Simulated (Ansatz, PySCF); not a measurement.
Molecule: sum formula BN2H4Cl (charge 0, singlet). 
Coordinates optimised at B3LYP-D3(BJ)/def2-TZVP (Ansatz, a quantum-chemistry and plane-wave program):
SMILES: NB(N)Cl
```xyz
8

B      0.0377    -0.3799     0.2317
Cl    -0.1142     1.1521    -0.7027
N      1.3276    -0.9079     0.4162
N     -1.1419    -0.9641     0.7256
H      1.5145    -1.7558     0.9220
H      2.1444    -0.4576     0.0458
H     -1.1603    -1.8167     1.2571
H     -2.0442    -0.5528     0.5705
```
Charge 0, spin multiplicity 1.

Dipole moments at this geometry, in debye (magnitudes).

```
level                    program  dipole (D)
-----------------------  -------  ----------
revPBE/def2-TZVPD         Ansatz        2.83
TPSSh/def2-TZVPD           PySCF        2.87
M06-2X/def2-TZVPD          PySCF        2.85
HSE06/def2-TZVPD          Ansatz        2.86
CAM-B3LYP/def2-TZVPD      Ansatz        2.86
CCSD(T)/aug-cc-pV(D+d)Z   Ansatz        2.82
```
